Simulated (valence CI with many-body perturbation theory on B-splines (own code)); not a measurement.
# Which ion has this spectrum?

A relativistic CI+MBPT calculation for an atom or ion with 15 electrons gives these levels (cm⁻¹):

```csv
J,Parity,E,g
3/2,odd,0,1.40
3/2,odd,573443,1.44
5/2,odd,639306,1.19
1/2,odd,720421,0.66
3/2,even,1223234,0.79
3/2,odd,1302796,1.28
5/2,even,1361587,1.39
5/2,even,1502190,1.29
1/2,even,1597440,2.21
3/2,even,1606137,1.16
5/2,even,1794384,0.96
3/2,even,1800975,0.93
1/2,even,1806184,0.23
7/2,even,1856914,1.07
```

The energies are calculated, and their last digits are not significant.

Which is it?
A. Sb36+
B. Cs40+
C. Xe39+
D. Ba41+

C. Xe39+, ground level (3s^2 3p1/2^2 3p3/2) J=3/2.
